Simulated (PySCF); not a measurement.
# Dipole moment and polarisability of `C#CC1=C[C@@]2(C)C=C[C@@H]12`

Species: C9H8.
Cartesian coordinates in Å at the PBE0-D3(BJ)/def2-SVP level; atoms count from 1:
```xyz
17
C9H8 angstrom
C      3.8314    0.3190   -0.4897
C      2.6880   -0.0306   -0.2732
C      1.3413   -0.3908   -0.0430
C      0.7096   -1.4834    0.4360
C     -0.6795   -0.8646    0.3482
C     -1.7553   -1.5781   -0.4328
C     -1.0742    0.0168    1.5330
C     -0.4649    1.1102    1.0531
C      0.0478    0.4126   -0.1925
H      4.8464    0.6174   -0.6761
H      1.0661   -2.4491    0.8026
H     -2.6051   -0.9072   -0.6310
H     -1.3655   -1.9454   -1.3944
H     -2.1358   -2.4460    0.1299
H     -1.6193   -0.2056    2.4545
H     -0.3193    2.1244    1.4327
H     -0.1895    0.8233   -1.1848
```

Level: CAM-B3LYP/def2-SVPD (PySCF), static field, nuclei fixed, core orbitals frozen in the response. The polarisability tensor in these axes (au):

```
x   129.38  16.75 -14.42
y    16.75  93.97  -2.17
z   -14.42  -2.17  79.03
```

Q: Diagonalise the tensor; give its mean and Δα, where Δα² is half the sum of the squared differences of the eigenvalues.

A: Principal values 74.85, 88.13 and 139.40 au; mean 100.79 au = 14.94 Å³ = 16.62 × 10⁻⁴⁰ C²·m²/J; Δα = 59.04 au (59 % of the mean).

Q: What is the dipole moment, and where does it point?

A: (-0.62, -0.18, 0.15) D, 0.66 D in size, pointing from the negative to the positive side. Measured along this direction, the outermost atoms are H10 at the negative end and H14 at the positive end.

Q: Rayleigh depolarisation ratio (linearly polarised light, static tensor)?

A: ρ = 3Δα²/(45ᾱ² + 4Δα²) = 10456.2/(457140 + 13941.6) = 0.0222.

Q: What would n − 1 = 2πNα be for an ideal gas of these molecules at 273.15 K and 1 atm, electronic part alone?

A: N = p/kT = 2.6868 × 10¹⁹ cm⁻³, so n − 1 = 2π × N × 14.94 × 10⁻²⁴ cm³ = 2521 × 10⁻⁶ at long wavelengths.

Q: Directions of the eigenvectors, and the extent of the frame along each?

A: Largest value along (0.91, 0.35, -0.23), where the nuclei span 7.60 Å; middle along (-0.29, 0.93, 0.24), 4.79 Å; least along (0.30, -0.15, 0.94), 3.29 Å. The response follows the extents in order.

Q: Orientational against electronic polarisability at 298 K (dilute gas, rigid molecules)?

A: In Gaussian units μ²/3kT = 3.53 Å³ against 14.94 Å³, a ratio of 0.24; the Debye molar polarisation (4π/3)N_A(α + μ²/3kT) is 46.6 cm³/mol, leaving out the vibrational part.

Geometry: PBE0-D3(BJ)/def2-SVP; no solvent, vibrations or thermal averaging.
